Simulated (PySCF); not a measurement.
## Correlation energy of S²⁺ (sulfur, charge +2)

[Ne] 3s1 3p2 4s1, high-spin 5P determinant (an excited configuration). Computed with PySCF 2.14 in aug-cc-pCVTZ-DK (8s7p5d3f, 75 functions), with the spin-free X2C one-electron Hamiltonian (Gaussian nucleus). Frozen: 1s2; 12 electrons correlated.

| level | correlation energy (mhartree) |
| --- | --- |
| CCSD | -323.31 |
| (T) | -13.23 |
| CCSD(T) | -336.54 |

Diagnostics: T1 = 0.073, D1 = 0.3571, largest double amplitude 0.361.

The outer electron is Rydberg-like, and this basis confines it to a smaller radius and binds it less than a complete one would. T1 exceeds 0.03, a sign that the reference determinant is poor. A double-excitation amplitude exceeds 0.15, a sign of near-degeneracy.

Cost of the coupled-cluster step: about 29 core-seconds, for 12 correlated electrons.
